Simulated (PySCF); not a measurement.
# Spin-rotation constants: SMILES N(/[H])=C/c1ccc(N)o1, C5H6N2O

Geometry:
```tsv
atom	x (Å)	y (Å)	z (Å)
N1	3.203	-0.560	0.111
C2	2.017	-0.989	0.220
C3	0.790	-0.256	0.079
C4	0.524	1.068	-0.186
C5	-0.874	1.214	-0.210
C6	-1.384	-0.039	0.042
N7	-2.675	-0.465	0.206
O8	-0.401	-0.930	0.214
H9	3.269	0.435	-0.100
H10	1.899	-2.046	0.444
H11	1.245	1.844	-0.345
H12	-1.434	2.108	-0.385
H13	-2.801	-1.464	0.151
H14	-3.379	0.078	-0.265
```

Level of theory: GIAO LC-wPBE/ANO-RCC-VDZP magnetisability, rotational g tensor and spin-rotation constants, non-relativistic, gas phase (PySCF 2.14.0). Geometry: GFN2-xTB.

(1) Give the nuclear spin-rotation constants along the inertial axes (H = +C I·J) beside the isotropic shieldings.

## Answers

(1) Rotational constants 6.5387, 1.3383, 1.1118 GHz. A star marks the isotopologue with that one atom substituted, in its own axes.
| atom | isotope | Caa (kHz) | Cbb (kHz) | Ccc (kHz) | mean (kHz) | σ (ppm) |
| --- | --- | --- | --- | --- | --- | --- |
| N1 | 14N | 1.233 | 0.358 | 0.019 | 0.537 | -31.0 |
| N7 | 14N | 0.262 | 0.078 | 0.056 | 0.132 | 213.7 |
| H9 | 1H | -0.595 | 0.228 | -0.136 | -0.168 | 21.3 |
| H10 | 1H | -0.593 | 0.156 | -0.108 | -0.182 | 23.6 |
| H11 | 1H | -0.174 | 0.058 | -0.125 | -0.080 | 24.4 |
| H12 | 1H | -0.226 | 0.029 | -0.129 | -0.108 | 26.3 |
| H13 | 1H | -0.674 | 0.043 | -0.126 | -0.252 | 27.9 |
| H14 | 1H | -0.075 | -0.096 | -0.115 | -0.096 | 28.0 |
| C2 | 13C* | 2.519 | 0.657 | 0.185 | 1.120 | 32.8 |
| C3 | 13C* | 2.890 | 0.425 | 0.245 | 1.187 | 47.9 |
| C4 | 13C* | 2.500 | 0.503 | 0.113 | 1.039 | 73.0 |
| C5 | 13C* | 1.972 | 0.387 | 0.129 | 0.829 | 106.7 |
| C6 | 13C* | 3.208 | 0.459 | 0.238 | 1.302 | 31.7 |
| O8 | 17O* | -2.210 | -0.385 | -0.139 | -0.911 | 91.3 |

For the geometry as given, no vibrational averaging.
